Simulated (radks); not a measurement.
Q: All-electron calculation, scalar-relativistic Kohn-Sham, exchange-only LDA, spin-polarised, spherical densities, finite nucleus; open shells are filled with parallel spins first (spin-orbit coupling, left out, can overturn this in heavy ions); Fermi nuclear charge, rms radius of each element as measured or else 0.836 A^(1/3) + 0.57 fm. Program: a radial shooting solver on a logarithmic mesh with Libxc functionals. Response by self-consistent Sternheimer equations with the Hartree and adiabatic exchange-only LDA kernel, the relativistic mass of each level held fixed and spin-orbit coupling left out. For heavy and open-shell atoms this level of theory can miss by tens of per cent. Rank La, La4+, La5+, La6+, La3+ (NIST ground configurations) by static dipole polarisability, largest first.

A: La 206.3, La3+ 7.810, La4+ 6.257, La5+ 5.098, La6+ 4.208 bohr^3.
